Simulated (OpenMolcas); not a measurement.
## Al: the spin-orbit constant, thermal populations, worked from levels

```
Program             : OpenMolcas 26.06
Basis               : ANO-R2 [5s5p3d1f]
Scalar Hamiltonian  : X2C, finite nucleus
Active space        : 3 electrons in 8 orbitals (3s 3p 4s 4p)
State averaging     : 2S+1 = 4 odd, 3 roots (0 in the spin-orbit step); 2S+1 = 2 odd, 3 roots; 2S+1 = 4 even, 3 roots
Spin-orbit coupling : RASSI with atomic mean-field integrals over the reference wave functions, term energies averaged over their components
```

Methods: CASSCF; SS-CASPT2, IPEA 0.25 Eh, imaginary shift 0.1 Eh (closed shells correlated: 2s 2p). Measured levels: NIST Handbook of Basic Atomic Spectroscopic Data.

**The spin-orbit constant.** For the Hund term ²P° of p1, E(J) = (A/2) J(J+1) + constant and ζ = 2S·A = A. From J = 1/2 to J = 3/2 the energy changes by 1.5 A.

| Source | E(3/2) - E(1/2) | A | ζ |
| --- | --- | --- | --- |
| CASSCF | 81.5 | 54.3 | 54 |
| SS-CASPT2 | 81.5 | 54.3 | 54 |
| measured | 112.1 | 74.7 | 75 |

All in cm-1. SS-CASPT2 is off by -27.3 % and CASSCF by -27.3 %. Both methods take the spin-orbit matrix elements from the reference wave functions, so the second can move ζ only through the term energies and any multistate remixing.

**Thermal populations.** Z = Σ (2J + 1) exp(-E/kT) with k = 0.695035 cm-1/K, over the levels below. No other level of either list lies under 25300 cm-1, which is above 7 kT at each temperature.

```
         Level  2J + 1  SS-CASPT2  measured
3s² 3p ²P°_1/2       2        0.0       0.0
3s² 3p ²P°_3/2       4       81.5       112
```

```
T (K)  Z, SS-CASPT2  Z, measured levels  Ground level (%), SS-CASPT2  Ground level (%), measured levels
 2000         5.772               5.690                         34.6                               35.1
 3000         5.847               5.791                         34.2                               34.5
 5000         5.907               5.873                         33.9                               34.1
```

At 5000 K, kT = 3475 cm-1, and the computed levels give Z = 2.000 + 3.907 = 5.907.

Active for correlation alone: 4p 4s; no level in the range computed is led by a configuration that fills them, so any true level of that kind is missing. Without dynamic correlation excited terms often stand tens of per cent too high (terms of higher spin than the ground term too low), and those without a measured partner can miss by more than the paired ones (holds for CASSCF). Computed and measured levels are paired by configuration, term and J; levels that our copy of the source lacks, or whose pairing is in doubt (as where it misses far off the trend of its configuration), stay unpaired and out of the deviations. Only configurations of the active space appear.

° marks odd parity.
